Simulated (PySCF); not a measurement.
# Basis-set dependence of population analyses: `BB(C)NC`

Compound: C₂H₉B₂N.
Bonds: B1–B2, B2–C3, B2–N4, N4–C5. Hydrogens: H6, H7 on B1; H8, H9, H10 on C3; H11 on N4; H12, H13, H14 on C5.

PBE0 throughout (PySCF), one geometry, spherical d and f functions. Isolated species at its PBE0-D3(BJ)/def2-SVP geometry (one conformer only). Atoms taken as equivalent share a column and are averaged. The first 7 of 9 kinds of atom are listed.

Mulliken charges (e):

```
        basis  functions      B1      B2      C3      N4      C5   H6/H7  H8/H9/H10
       STO-3G         34  +0.061  +0.215  -0.329  -0.368  -0.149  -0.053     +0.068
        6-31G         63  -0.040  +0.554  -0.739  -0.727  -0.328  -0.035     +0.168
     pcSseg-0         63  -0.078  +0.600  -1.050  -0.837  -0.422  +0.031     +0.234
       6-31G*         88  -0.126  +0.416  -0.728  -0.578  -0.385  -0.005     +0.179
      cc-pVDZ        115  -0.058  -0.039  -0.174  -0.079  -0.013  -0.009     +0.048
     def2-SVP        115  -0.050  -0.019  -0.210  -0.172  +0.029  -0.010     +0.056
6-311+G(2d,p)        189  +0.041  +0.319  -0.706  -0.343  -0.453  -0.001     +0.155
  aug-cc-pVDZ        196  -1.572  +0.750  +0.519  -0.137  +0.814  +0.628     -0.292
    def2-TZVP        209  -0.181  +0.182  -0.498  -0.281  -0.276  +0.022     +0.134
     IGLO-III        265  -0.023  +0.400  -0.567  -0.318  -0.317  -0.045     +0.122
      cc-pVTZ        276  -0.168  +0.085  -0.376  -0.124  -0.215  +0.029     +0.099
     pcSseg-2        306  -0.004  +0.348  -0.210  -0.510  +0.133  -0.052     +0.040
```

IAO charges (e):

| basis | functions | B1 | B2 | C3 | N4 | C5 | H6/H7 | H8/H9/H10 |
| --- | --- | --- | --- | --- | --- | --- | --- | --- |
| STO-3G | 34 | -0.015 | +0.106 | -0.505 | -0.298 | -0.308 | -0.001 | +0.131 |
| 6-31G | 63 | -0.081 | +0.124 | -0.563 | -0.351 | -0.325 | +0.019 | +0.152 |
| pcSseg-0 | 63 | -0.087 | +0.105 | -0.552 | -0.332 | -0.308 | +0.022 | +0.149 |
| 6-31G* | 88 | -0.066 | +0.129 | -0.545 | -0.355 | -0.296 | +0.013 | +0.146 |
| cc-pVDZ | 115 | -0.083 | +0.118 | -0.544 | -0.347 | -0.294 | +0.019 | +0.146 |
| def2-SVP | 115 | -0.073 | +0.113 | -0.534 | -0.341 | -0.285 | +0.015 | +0.143 |
| 6-311+G(2d,p) | 189 | -0.082 | +0.127 | -0.563 | -0.367 | -0.306 | +0.020 | +0.152 |
| aug-cc-pVDZ | 196 | -0.083 | +0.124 | -0.560 | -0.364 | -0.304 | +0.020 | +0.151 |
| def2-TZVP | 209 | -0.083 | +0.129 | -0.563 | -0.367 | -0.305 | +0.020 | +0.152 |
| IGLO-III | 265 | -0.083 | +0.128 | -0.565 | -0.369 | -0.307 | +0.020 | +0.152 |
| cc-pVTZ | 276 | -0.084 | +0.128 | -0.564 | -0.365 | -0.306 | +0.020 | +0.152 |
| pcSseg-2 | 306 | -0.082 | +0.130 | -0.564 | -0.368 | -0.305 | +0.019 | +0.152 |

Some averages cover members that differ in this geometry, most widely: H8/H9/H10, Mulliken in aug-cc-pVDZ -0.466 to -0.166 e.

Problem. Which scheme is steadiest as the basis changes?

Solution. Largest range over the bases for any column: IAO 0.07 e, Mulliken 1.63 e. IAO charges move least and Mulliken charges most, counted in e. Without the minimal STO-3G basis the ranges are IAO 0.04, Mulliken 1.61 e.

Problem. How much do the charges still move between the two largest bases, cc-pVTZ and pcSseg-2?

Solution. At most, over all atoms: Mulliken 0.387 e, IAO 0.003 e.

Problem. What do the same runs give for the total energy, the frontier levels and the dipole moment?

Solution. 
| basis | energy (Eh) | HOMO (eV) | LUMO (eV) | μ (D) |
| --- | --- | --- | --- | --- |
| STO-3G | -183.5843 | -5.44 | 2.02 | 2.06 |
| 6-31G | -185.7961 | -7.18 | -0.94 | 2.08 |
| pcSseg-0 | -185.4346 | -7.45 | -1.28 | 2.29 |
| 6-31G* | -185.8339 | -7.20 | -0.93 | 2.02 |
| cc-pVDZ | -185.8486 | -7.30 | -1.21 | 2.04 |
| def2-SVP | -185.7074 | -7.36 | -1.22 | 2.04 |
| 6-311+G(2d,p) | -185.8941 | -7.45 | -1.43 | 1.92 |
| aug-cc-pVDZ | -185.8603 | -7.43 | -1.43 | 1.91 |
| def2-TZVP | -185.9067 | -7.44 | -1.38 | 1.94 |
| IGLO-III | -185.9145 | -7.45 | -1.43 | 1.92 |
| cc-pVTZ | -185.9047 | -7.43 | -1.36 | 1.96 |
| pcSseg-2 | -185.9098 | -7.46 | -1.42 | 1.93 |

The dipole is fixed by the density alone, so its range of 0.38 D shows that the density itself changes with the basis, not only its division among atoms.
